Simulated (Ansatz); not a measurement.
Start from `C#CCCCCC` and change one atom or group to get `CCCC`.

Ansatz, PBE0-D4/def2-TZVP geometries, multiplicity 1. Each molecule was computed in one conformer, which needn't be the lowest.

```
                                           property  `C#CCCCCC`
vertical ionisation energy (CCSD(T)/CBS(def2)) / eV       10.32
              HOMO energy (ωB97M-V/def2-TZVPP) / eV       -9.93
            HOMO–LUMO gap (ωB97M-V/def2-TZVPP) / eV       12.45
              HOMO–LUMO gap (B3LYP/def2-TZVPP) / eV        8.08
 size of the dipole moment (ωB97M-V/def2-TZVPP) / D        0.74
   size of the dipole moment (B3LYP/def2-TZVPP) / D        0.76
```

Question: Give the same properties after the change, and the shifts. (Best estimate.)

Answer: Ansatz gave: 
```
                                           property  `CCCC`  shift
vertical ionisation energy (CCSD(T)/CBS(def2)) / eV   11.67   1.35
              HOMO energy (ωB97M-V/def2-TZVPP) / eV  -11.31  -1.38
            HOMO–LUMO gap (ωB97M-V/def2-TZVPP) / eV   14.01   1.56
              HOMO–LUMO gap (B3LYP/def2-TZVPP) / eV    9.75   1.67
 size of the dipole moment (ωB97M-V/def2-TZVPP) / D    0.00  -0.74
   size of the dipole moment (B3LYP/def2-TZVPP) / D    0.00  -0.76
```

With PBE0 the HOMO falls by 1.32 eV and the LUMO rises by 0.33 eV, so the gap widens by about 1.65 eV. PBE moves the HOMO by -1.14 eV and ωB97M-V by -1.38 eV.

B3LYP here is the variant with VWN-RPA as its local correlation; programs differ in this.
